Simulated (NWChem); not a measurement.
# C$_{5}$H$_{4}$O; SMILES O=C1C=CC=C1

```xyz
10

O      0.0000     0.0000    -2.0265
C      0.0000     0.0000    -0.8218
C      0.0000     1.2024     0.0853
C      0.0000     0.7479     1.3465
C      0.0000    -0.7479     1.3465
C      0.0000    -1.2024     0.0853
H      0.0000     2.2302    -0.2744
H      0.0000     1.3491     2.2572
H      0.0000    -1.3491     2.2572
H      0.0000    -2.2302    -0.2744
```
Atoms are numbered in this order, from 1.

Structure relaxed at the PBE0/def2-SVP level.

Give the principal values of the shielding tensors (ppm) of O1, C2, C3, C4 from PBE0/pcSseg-1, GIAO (NWChem), with their diamagnetic and paramagnetic parts as GIAO splits them.


| atom | σ11 | σ22 | σ33 | isotropic | diamagnetic | paramagnetic |
|---|---|---|---|---|---|---|
| O1 | -1254.0 | -416.1 | 348.9 | -440.4 | 404.1 | -844.5 |
| C2 | -98.0 | -33.9 | 60.4 | -23.9 | 245.5 | -269.4 |
| C3 | -65.6 | 102.8 | 141.6 | 59.6 | 252.0 | -192.5 |
| C4 | -104.0 | 44.5 | 146.0 | 28.8 | 252.4 | -223.6 |
